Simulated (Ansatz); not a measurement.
Basis-set extrapolation for `NB(F)Cl` (PBE0-D4/def2-TZVP geometry, frozen core, the Gaussian-basis code of Ansatz). Multiplicity 1, RHF reference.

```csv
,def2-TZVPP,def2-QZVPP
HF,-639.490866,-639.511769
MP2 correlation,-0.743709,-0.809449
CCSD(T) correlation,-0.797102,not run
```

Energies in hartree. Use E(X) = E(∞) + A·exp(−7.88·√X) for Hartree–Fock and E(X) = E(∞) + B·X^(−2.97) for correlation, with X = 3 and 4, and add CCSD(T) minus MP2 of the smaller set to the MP2 limit.

Q: What is the CCSD(T) energy at the basis-set limit?

A: HF limit: -639.511769 + (-0.020903) × 0.13774 = -639.51465. MP2 limit: -0.809449 + (-0.065740) × 0.74074 = -0.85815. Higher-order term: -0.797102 − (-0.743709) = -0.05339. Total: -640.42619 hartree, 362.9 kJ/mol below CCSD(T)/def2-TZVPP.
